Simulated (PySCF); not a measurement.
# Two-dimensional NMR puzzle

Compound of formula C5H10O2. Correlations simulated from computed shifts and the bond graph:

HSQC (one-bond C–H):
```csv
δH,δC
3.96,70.6
1.95,23.3
1.61,25.8
0.87,11.6
```

COSY cross peaks (H two or three bonds apart, from the bond graph; peaks can be absent where the dihedral angle is near 90°):
```csv
δH,δH
3.96,1.61
1.61,0.87
```

HMBC (two and three bonds, from the bond graph):
```csv
δH,δC
3.96,"182.5, 25.8, 11.6"
1.95,182.5
1.61,"70.6, 11.6"
0.87,"70.6, 25.8"
```

Carbons without hydrogens: δ 182.5.

Single conformer, non-relativistic, in vacuum, rapidly exchanging positions averaged. WB97X-D/pcSseg-2 with gauge-including orbitals; geometry: PBE0-D3(BJ)/def2-TZVP; PySCF 2.14.

References, each an isolated molecule treated in the same way: 1H (σref 31.63) and 13C (σref 186.29) against TMS.

Exchangeable hydrogens are left out of these lists.

Task: Work out the connectivity.

Result: `CCCOC(C)=O`.

Structure with atom numbers: `[CH3:1][CH2:2][CH2:3][O:4][C:5]([CH3:6])=[O:7]` (H(Xn): hydrogen on atom n).

1. δC 182.5 is C5, an ester carbonyl carbon.
2. δC 70.6 is C3, an sp3 CH2 bonded to O (δH 3.96).
3. δC 25.8 is C2, an sp3 CH2 (δH 1.61).
4. δC 23.3 is C6, a methyl carbon α to a carbonyl (δH 1.95).
5. δC 11.6 is C1, a methyl carbon (δH 0.87).
6. HMBC from δH 3.96 reaches the proton-free carbon C5.
7. HMBC from δH 1.95 reaches the proton-free carbon C5.
8. COSY links 3.96–1.61, 1.61–0.87.

The data come from this structure; uniqueness wasn't tested.

Shifts are as computed. Against solution values, carbons near 30 ppm lie about +3 ppm off and those near 130 ppm about +10 ppm. Of 1211 compounds with measured shifts, 218 miss one by over three times the rms of a fit or turn the order of signals round; such compounds aren't used in these exercises.
